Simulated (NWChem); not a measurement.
# Lowest excitation of H₂O₂Si

```
Si
O 1 1.6807
H 2 0.9798 1 114.36
O 1 1.7011 2 98.32 3 0.00
H 4 0.9752 1 114.26 2 180.00
```
Charge 0, spin multiplicity 1.

All runs are NWChem calculations. Structure: optimised with PBE/def2-SVP, a minimum by its harmonic frequencies. It is one conformer; others weren't searched.

Basis set: def2-SVPD.

The cost column gives rough processor time relative to TD-PBE; each entry includes its own SCF.

The correlated methods keep 7 core orbitals frozen. B3LYP has NWChem's definition, with VWN1-RPA local correlation. GW and range-separated runs recompute their integrals, the others keep them in memory, which bears on the times. The structure started from a generated list of species. Coupled-cluster values serve here as a point of comparison, not as the truth.

```
method        lowest vertical singlet excitation energy (eV)  relative cost
------------  ----------------------------------------------  -------------
TD-PBE                                                     …              1
CIS                                                     5.67        under 3
EOM-CCSD                                                   …        under 3
TD-B3LYP                                                5.14        under 3
TD-CAM-B3LYP                                               …              4
```

Q: What belongs in the gaps?

A: 
- TD-PBE, lowest vertical singlet excitation energy (eV): 4.99
- EOM-CCSD, lowest vertical singlet excitation energy (eV): 5.38
- TD-CAM-B3LYP, lowest vertical singlet excitation energy (eV): 5.20
